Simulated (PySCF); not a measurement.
Na(OtBu) (C4H9NaO), SMILES CC(C)([O][Na])C.

The structure is a stationary point at PBE0-D3(BJ)/def2-SVP. The isomer is the one that the SMILES or the coordinates give; other isomers of the formula were not compared.

Method: PBE/def2-TZVP run with PySCF.

Symmetry labels are those of the subgroup Cs that the program uses (full group C3v).

Computed valence orbital energies around the gap with their symmetry:
```
orbital  symmetry  energy (eV)
-------  --------  -----------
HOMO−7         A"        -8.24
HOMO−6         A'        -8.24
HOMO−5         A"        -7.47
HOMO−4         A'        -7.27
HOMO−3         A"        -6.83
HOMO−2         A'        -6.83
HOMO−1         A'        -3.70
HOMO           A"        -3.70
LUMO           A'        -1.99
LUMO+1         A'        -0.03
LUMO+2         A"        -0.03
LUMO+3         A'         0.37
```
